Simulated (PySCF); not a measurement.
## Electronic absorption of fluorocyclohexane

Fluorocyclohexane, C₆H₁₁F.
Cartesian coordinates in Å at the GFN2-xTB level; atoms count from 1:
```
atom  x, y, z in Å
F1     1.839   -0.277    1.200
C2     1.451   -0.065   -0.114
C3     0.578   -1.228   -0.570
C4    -0.744   -1.251    0.194
C5    -1.477    0.078    0.036
C6    -0.605    1.219    0.551
C7     0.717    1.269   -0.209
H8     2.388   -0.034   -0.688
H9     1.117   -2.164   -0.413
H10    0.391   -1.113   -1.640
H11   -0.539   -1.426    1.252
H12   -1.364   -2.071   -0.172
H13   -2.417    0.051    0.591
H14   -1.714    0.244   -1.018
H15   -1.125    2.172    0.442
H16   -0.399    1.065    1.612
H17    0.537    1.482   -1.265
H18    1.354    2.057    0.197
```

Computed, not measured: TDDFT B3LYP/def2-SVPD, vertical, gas phase, core orbitals frozen in the response (PySCF 2.14.0, density-fitted response routines).

| state | E (eV) | E (kJ/mol) | λ (nm) | f | symmetry | main configurations (H = HOMO, L = LUMO) |
| --- | --- | --- | --- | --- | --- | --- |
| S1 | 7.75 | 748 | 160.0 | 0.0002 | – | H→L (99%) |
| S2 | 7.76 | 748 | 159.9 | 0.0014 | – | H-1→L (99%) |
| S3 | 8.37 | 808 | 148.1 | 0.0059 | A″ | H→L+1 (98%) |
| S4 | 8.38 | 809 | 147.9 | 0.012 | A′ | H-1→L+1 (98%) |
| S5 | 8.52 | 822 | 145.5 | 0.0088 | A′ | H-2→L (92%) |
| S6 | 8.61 | 831 | 144.0 | 0.024 | A′ | H→L+2 (93%) |
| S7 | 8.61 | 831 | 143.9 | 0.0089 | A″ | H-1→L+2 (92%) |
| S8 | 8.69 | 838 | 142.7 | 0.013 | A′ | H-1→L+3 (95%) |

Triplets, Tamm–Dancoff:

```
state  E (eV)  λ (nm)  main configurations (H = HOMO, L = LUMO)
   T1    7.60   163.2                               H-1→L (97%)
   T2    7.61   163.0                                 H→L (97%)
   T3    8.22   150.8                             H-1→L+1 (93%)
```

The lowest singlet lies at 7.75 eV (160 nm, vacuum ultraviolet) and is dark (f under 0.0005); its leading configuration is HOMO→LUMO (99%). The most intense listed level is S6 at 8.61 eV (144 nm, f = 0.024), 0.86 eV above S1. S1/S2 and S6/S7 lie within about 0.01 eV of each other in each set. Löwdin shares by element: HOMO (one of a set within 0.03 eV) carbon 48% or more (atoms not listed hold the other 52%); LUMO carbon 26% or more, hydrogen 8% or more (atoms not listed hold the other 66%). Weighted by f, the mean energy of these states is 8.54 eV. The oscillator strengths of these states sum to 0.073; summed over the whole spectrum of an exact calculation they would give the number of electrons, 56 (Thomas–Reiche–Kuhn). Of the 8 states listed, 3 reach f = 0.01 and 1 stays under 0.0005. No computed singlet lies in the visible range (380 to 750 nm); the lowest, at 160 nm, stands 4.49 eV above its violet end (3.26 eV). Symmetry labels in Cs follow from the direction of the transition dipole and are given only for states with f of 0.002 or more. Singlets were solved by full linear response, triplets in the Tamm–Dancoff approximation.

Hardware: x86-64 server, one thread, shared host. Cost: 60 s.

One conformer stands for the species.
